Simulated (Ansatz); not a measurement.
Ansatz (a quantum-chemistry and plane-wave program) input (RI-MP2/def2-TZVPP):
A basis named .json is the Basis Set Exchange file of that set.

Ansatz 0.2 input:
```yaml
crystal:
  periodic: [false, false, false]
  atoms:
    - {symbol: Ir, position_ang: [0.00106677, 0.00004118, -0.00925761]}
    - {symbol: O, position_ang: [1.81305388, -0.35786154, -0.01178294]}
    - {symbol: H, position_ang: [2.10272188, -0.57264604, 0.89186925]}
    - {symbol: O, position_ang: [-0.59522297, 1.71083742, 0.35646060]}
    - {symbol: H, position_ang: [-0.65661417, 2.20266340, -0.48150125]}
    - {symbol: O, position_ang: [-1.21980902, -1.33930906, -0.36562997]}
    - {symbol: H, position_ang: [-1.51242396, -1.74252283, 0.47008671]}
basis:
  gaussian:
    orbitals: def2-TZVPP
    fitting: {mean_field: def2-universal-jkfit, correlation: def2-TZVPP-RIFIT.json}
magnetization: {spin_polarized: false}
correlation: {method: mp2, electrons: outside_noble_gas}
```

End of the output:

```
integrals: 0.16 GiB planned
512 factors; integrals over basis functions are off by at most 8.8e-1 eV
502 factors; integrals over basis functions are off by at most 1.2e0 eV
mean field: 0.54 GiB planned
mean field evaluation 1: about -8972.5196 eV, gradient 4.7e1 eV
mean field evaluation 2: about -8974.4407 eV, gradient 3.3e1 eV
mean field evaluation 4: about -8976.2793 eV, gradient 2.2e0 eV
mean field evaluation 8: about -8976.2971 eV, gradient 2.6e-6 eV
mean field -8976.29713480 eV, -329.8728353513 hartree, gradient 2.6e-6 eV, S^2 0.000000; 0 other end points of the search recorded, 0 dependent functions left out
7 core orbitals not correlated
reference -8976.29713480 eV, -329.8728353513 hartree; 15, 15 occupied and 169, 169 virtual orbitals, 502 factors
second order -30.04267484 eV of doubles, -0.00000000 eV of singles
Total energy: -9006.33980965 eV, -330.9768832881 hartree
```
